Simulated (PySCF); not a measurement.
Coordinates in bohr (charge 0 multiplicity 3):
```
Tc    0.0000    0.0000    0.0765
O     0.0000   -3.4990   -0.0510
O    -3.0302    1.7495   -0.0510
O     3.0302    1.7495   -0.0510
H     0.0000   -4.3154   -1.6949
H    -3.7372    2.1577   -1.6949
H     3.7372    2.1577   -1.6949
```

All numbers come from UB3LYP/[Tc def2-SVP with ECP28, O def2-SVP, H def2-SVP], scalar-relativistic core potentials, density fitting, no spin–orbit coupling, PySCF.

This geometry of Tc(OH)₃ is a stationary point at this level.

(1) What is the point group?

(2) Is it a minimum?

(3) Which band is strongest in the infrared?

(4) Give the ideal-gas entropy at 298.15 K and 1 bar by parts.

(5) What is the atomisation energy, with and without zero-point energy?

Answers

(1) C3v.

(2) Yes: all harmonic wavenumbers are real.

(3) 600 cm⁻¹ (e), 470 km/mol.

(4) translation 171.3, rotation 98.6, vibration 48.7, spin 9.1; total 327.8 J/(mol K).

(5) 2465 kJ/mol without, 2362 kJ/mol with.

Only a few start shapes were tried, so a lower isomer may exist. Open d and f shells are described by one determinant, and the ground state may have another occupation or spin.
